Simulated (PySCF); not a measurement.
Isomers of C3H8BrGeN and their computed core-level spectra.

Computed with delta-SCF UKS SCAN, pcX-2 on the ionised atom, pcseg-1 elsewhere, spin-free X2C (PySCF). Geometries: PBE0-D3(BJ)/def2-SVP; isolated species, one conformer each.

Line lists (1s up to Mg, 2p3/2 beyond, nothing for Br or Ge; areas count atoms within a level, one atom standing for each set equivalent by bonding):
1. C 1s: 290.12 (area 1), 290.67 (area 1), 290.79 (area 1) eV; N 1s: 404.65 eV
2. C 1s: 290.06 (area 1), 290.46 (area 1), 291.81 (area 1) eV; N 1s: 404.58 eV
3. C 1s: 289.94 (area 2), 290.80 (area 1) eV; N 1s: 404.51 eV

Structures:
A. `[NH2][Ge]1([Br])[CH2]C[CH2]1`
B. `C=CC[NH][GeH2][Br]`
C. `C=C[CH2][Ge@H]([NH2])[Br]`

**Question.** Match each list to its structure.

**Answer.** 
- 1 = C: another candidate has the same counts of sites, so positions decide. C 1s: 290.12 terminal =CH2 carbon, 290.67 sp3 carbon bound to germanium, 290.79 alkene CH carbon; N 1s: 404.65 nitrogen bonded to Ge and 2 H.
- 2 = B: another candidate has the same counts of sites, so positions decide. C 1s: 290.06 terminal =CH2 carbon, 290.46 alkene CH carbon, 291.81 sp3 carbon bound to nitrogen; N 1s: 404.58 nitrogen bonded to C, Ge and H.
- 3 = A: no other candidate has these counts of sites. C 1s: 289.94 sp3 carbon bound to germanium (×2), 290.80 four-membered-ring carbon; N 1s: 404.51 nitrogen bonded to Ge and 2 H.
